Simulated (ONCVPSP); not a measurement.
Before and after: ONCV potential for Au (Z = 79)

gold, optimised norm-conserving Vanderbilt (ONCV), made with ONCVPSP 4.0.1 (LDA (Perdew-Zunger), scalar-relativistic). Core [Kr] 4d10 4f14, reference 5s2 5p6 5d9 (charge +2). Waves: 5s: rc 1.50 bohr, ncon 4, nbas 9, qcut 6.1 1/bohr, 3 projectors, debl 3.8 Ha; 5p: rc 1.25 bohr, ncon 5, nbas 10, qcut 6.7 1/bohr, 1 projector; 5d: rc 2.30 bohr, ncon 4, nbas 9, qcut 7 1/bohr, 2 projectors, debl 0.4 Ha. Local part: polynomial inside 0.90 bohr (lpopt 5, dvloc0 4 Ha). Core correction: none.

In the s channel the program set the typed energies aside and used -4.794, 0.050, 3.850 Ha. In the d channel the program set the typed energies aside and used -1.015, 0.250 Ha.

Change: all radii scaled by about 0.78 (s 1.18, p 0.98, d 1.80 bohr); local potential polynomial inside 0.70 bohr (lpopt 5, dvloc0 4 Ha). In the s channel the program set the typed energies aside and used -4.794, 0.250, 4.050 Ha. In the d channel the program set the typed energies aside and used -1.015, 0.250 Ha.

Cutoffs: the cutoffs (Ha) at which the residual kinetic energy of the hardest occupied pseudo-wave falls to 1 and 0.1 mHa per electron; they do not see the model core or the augmentation charge, which bear on the density cutoff. Errors are all-electron minus pseudo energies relative to the spin-unpolarised reference configuration.

Question: Predict the effect on cutoff, ghosts and configuration errors.

Answer: The potential gets harder (179 Ha and 216 Ha → 183 Ha and 316 Ha); a bound ghost appears in p, which as a rule spoils a file; the lowest positive-energy flag moves from s at 230.0 eV to s at 45.5 eV; of the 4 tests that both files solve, the error grows in 0 and shrinks in 3 by more than 15 % and 0.3 meV (median size 9.0 → 7.3 meV). A smaller radius makes the pseudo-wave follow the all-electron one further in, where it bends more sharply, so more plane waves are needed. Less of the atom is replaced, so other configurations are described better.

```csv
quantity,base,changed
"cutoff, loose",179 Ha,183 Ha
"cutoff, tight",216 Ha,316 Ha
loose cutoff by channel,"s 18 Ha, p 179 Ha, d 17 Ha","s 158 Ha, p 183 Ha, d 19 Ha"
bound ghosts,none,p
GHOST(+) flags under 300 eV,s at 230.0 eV,s at 45.5 eV
"error for 5s2 5p6 5d10 6s1, meV [ΔE -31.28 eV]",+7.6,+6.0
"error for 5s2 5p6 5d10, meV [ΔE -21.50 eV]",+10,+3.2
"error for 5s2 5p6 5d8, meV [ΔE 34.17 eV]",+7.6,-8.7
"error for 5s2 5p6 5d7, meV [ΔE 82.17 eV]",+63,-26
```

 A true bound ghost makes a file unfit for plane-wave use even where its test errors are small: the radial tests pick states by their node count and pass the ghost by.
